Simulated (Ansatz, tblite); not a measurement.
Removing and adding an electron: `C[Si](C)(C)[Si](C)(C)[Si](C)(C)[Si](C)(C)[Si](C)(C)C`. The state is a singlet with charge 0. Geometry: PBE-D4/def2-SVP. Ansatz, gas phase; energy differences of separate SCF runs; the oxidised species was run as a doublet alone; the reduced species was run as a doublet alone.

```xyz
53

C    -3.219    3.330   -2.318
Si   -1.473    2.586   -2.164
C    -0.207    4.001   -2.045
C    -1.107    1.550   -3.717
Si   -1.375    1.210   -0.250
C    -2.451   -0.335   -0.568
C    -2.086    2.161    1.248
Si    0.871    0.667    0.225
C     1.699    2.230    0.954
C     1.807    0.176   -1.367
Si    1.021   -1.057    1.834
C     2.654   -0.842    2.808
C    -0.433   -0.934    3.068
Si    1.066   -3.201    0.851
C     2.707   -3.429   -0.084
C     0.963   -4.504    2.235
C    -0.374   -3.474   -0.360
H    -3.302    3.970   -3.222
H    -3.467    3.955   -1.435
H    -3.987    2.533   -2.395
H    -0.357    4.601   -1.124
H    -0.296    4.686   -2.915
H     0.830    3.608   -2.027
H    -0.095    1.099   -3.671
H    -1.161    2.176   -4.633
H    -1.840    0.724   -3.826
H    -2.081   -0.911   -1.439
H    -2.455   -1.013    0.310
H    -3.501   -0.039   -0.776
H    -3.137    2.463    1.058
H    -2.069    1.537    2.164
H    -1.499    3.081    1.450
H     1.200    2.539    1.896
H     2.768    2.038    1.183
H     1.646    3.082    0.245
H     1.836    1.023   -2.083
H     1.319   -0.682   -1.873
H     2.854   -0.113   -1.140
H     2.684    0.141    3.322
H     2.766   -1.634    3.578
H     3.532   -0.899    2.132
H    -0.350   -1.714    3.853
H    -0.445    0.055    3.572
H    -1.408   -1.066    2.557
H     2.777   -4.452   -0.511
H     3.575   -3.283    0.591
H     2.800   -2.705   -0.918
H     1.800   -4.389    2.954
H     0.014   -4.411    2.803
H     1.011   -5.533    1.819
H    -0.339   -2.746   -1.196
H    -1.356   -3.361    0.142
H    -0.329   -4.495   -0.795
```

The xTB rows come from tblite. Single mean-field runs in def2-TZVP are fitted with def2-universal-jkfit. HOMO above LUMO, or a gap near zero within one spin, warns that the state may not be the lowest or that an electron is smeared out.

```tsv
level	−HOMO (eV)	vertical IE (eV)	−LUMO (eV)	vertical EA (eV)	HOMO–LUMO gap (eV)	IE − EA (eV)	remarks
GFN1-xTB	9.87	11.45	6.70	4.92	3.17	6.53	–
GFN2-xTB	8.56	10.34	5.10	3.17	3.46	7.17	–
PBE-D4/def2-TZVP	5.19	7.12	0.77	-0.77	4.42	7.89	HOMO above zero (-1 doublet), gap within one spin near zero (-1 doublet)
PBE0-D4/def2-TZVP	6.18	7.44	0.01	-1.02	6.17	8.46	HOMO above zero (-1 doublet)
```

   A HOMO above zero means that the electron is unbound at that level or that self-interaction error raises the level; the energy of removing that electron tells which. Raw xTB energy differences between charge states are shifted by several eV; the methods need an empirical correction for them. Sets without diffuse functions give affinities that are too small. A negative affinity means that the extra electron isn't bound; its size then hangs on the basis.
